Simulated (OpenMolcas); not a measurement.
Computed levels of neutral ruthenium

* Program: OpenMolcas
* Method: CASSCF
* Basis: ANO-RCC-VTZP [7s6p4d2f1g]
* Scalar Hamiltonian: DKH2, point nucleus
* Active space: 8 electrons in 11 orbitals (4d 5s 5d)
* State averaging: 2S+1 = 5 even, 15 roots; 2S+1 = 3 even, 45 roots kept (CI in the orbitals of an earlier block); 2S+1 = 1 even, 14 roots kept (CI in the orbitals of an earlier block)
* Spin-orbit coupling: state interaction with AMFI integrals over the reference wave functions, term energies averaged over their components

Spin-free terms above the lowest, with the occupations of the reference (each correlating shell added to its valence partner):

```csv
Configuration,Term,E (cm⁻¹),Occupations
4d⁷ 5s,⁵F,0.0,4d 7.00 5s 1.00
4d⁷ 5s,³F,9100,4d 6.97 5s 1.03
4d⁶ 5s²,⁵D,10166,4d 6.00 5s 2.00
4d⁷ 5s,⁵P,10707,4d 7.00 5s 1.00
4d⁷ 5s,³P(1),12741,4d 7.10 5s 0.90
4d⁷ 5s,³G,13998,4d 6.97 5s 1.03
4d⁸,³F,14193,4d 7.83 5s 0.17
4d⁷ 5s,¹G,16931,4d 7.11 5s 0.90
```

With spin-orbit coupling, above the lowest level:

```
Configuration   Term  J  E (cm⁻¹)  Measured (cm⁻¹)  Term weight %          Second
       4d⁷ 5s     ⁵F  5       0.0              0.0             99                
       4d⁷ 5s     ⁵F  4      1174             1191             99                
       4d⁷ 5s     ⁵F  3      2062             2092             99                
       4d⁷ 5s     ⁵F  2      2684             2713             99                
       4d⁷ 5s     ⁵F  1      3078             3105             99                
       4d⁷ 5s     ³F  4      9249             6545             91    6 4d⁶ 5s² ⁵D
      4d⁶ 5s²     ⁵D  4     10722             7483             92     6 4d⁷ 5s ³F
       4d⁷ 5s     ³F  3     10761             8084             91    6 4d⁶ 5s² ⁵D
       4d⁷ 5s     ⁵P  2     11229                              44        33 ³P(1)
      4d⁶ 5s²     ⁵D  3     11674             8575             75    20 4d⁷ 5s ⁵P
       4d⁷ 5s     ⁵P  3     11715             8771             79   18 4d⁶ 5s² ⁵D
       4d⁷ 5s     ³F  2     11782             9184             83           12 ⁵P
       4d⁷ 5s     ⁵P  1     12175                              52   27 4d⁶ 5s² ⁵D
      4d⁶ 5s²     ⁵D  2     12333             9058             82    14 4d⁷ 5s ⁵P
      4d⁶ 5s²     ⁵D  0     12771             9492             91  9 4d⁷ 5s ³P(1)
      4d⁶ 5s²     ⁵D  1     12775             9073             65    34 4d⁷ 5s ⁵P
       4d⁷ 5s  ³P(1)  2     14151                              58           28 ⁵P
          4d⁸     ³F  4     14622                              92     6 4d⁷ 5s ³G
       4d⁷ 5s     ³G  5     14832                              94            5 ³H
       4d⁷ 5s  ³P(1)  1     15353                              77           14 ⁵P
       4d⁷ 5s     ³G  4     15510                              82        7 4d⁸ ³F
       4d⁷ 5s  ³P(1)  0     15549                              85    8 4d⁶ 5s² ⁵D
          4d⁸     ³F  3     15920                              73    26 4d⁷ 5s ³G
       4d⁷ 5s     ³G  3     16379                              72       26 4d⁸ ³F
          4d⁸     ³F  2     16800                              86    11 4d⁷ 5s ¹D
       4d⁷ 5s     ¹G  4     18201                              75           16 ³H
```

Against the 13 measured excited levels shown (NIST Handbook of Basic Atomic Spectroscopic Data) the mean absolute deviation is 2100 cm-1; the largest miss in energy is 4d⁶ 5s² ⁵D₁ [65 %]: computed 12775, measured 9073 cm⁻¹ (+40.8 %). Levels of one J stand in another order than measured, so their pairing by name is doubtful.

Spin-orbit coupling puts the lowest level 1480 cm⁻¹ below the lowest spin-free term.

For ⁵F the intervals divided by the larger J are -196.8, -207.5, -222.0, -234.7 cm-1. Landé's interval rule makes them equal in pure LS coupling; they differ by 18 % of their mean. The multiplet is inverted.

Without dynamic correlation excited terms often stand tens of per cent too high (terms of higher spin than the ground term too low), and those without a measured partner can miss by more than the paired ones. Some levels mix across a computed gap that differs much from the measured one, so their mixing is not that of the real levels. Terms from blocks run as CI alone lack orbitals of their own. Active for correlation alone: 5d; no level in the range computed is led by a configuration that fills it, so any true level of that kind is missing. Computed and measured levels are paired by configuration, term and J; levels that our copy of the source lacks, or whose pairing is in doubt (as where it misses far off the trend of its configuration), stay unpaired and out of the deviations. Levels of configurations outside the active space are missing. The first state left out of the spin-orbit step lies near 23000 cm-1 above the lowest spin-free state of the reference (among the parities and spins computed), and the list stops at four fifths of that energy or lower.

The term weight is that of the spin-free term in the level, not the purity of its configuration. A share in square brackets marks a mixed level and gives the weight of the term that names it. A number in round brackets counts repeated terms of one configuration in the order of the reference energies.
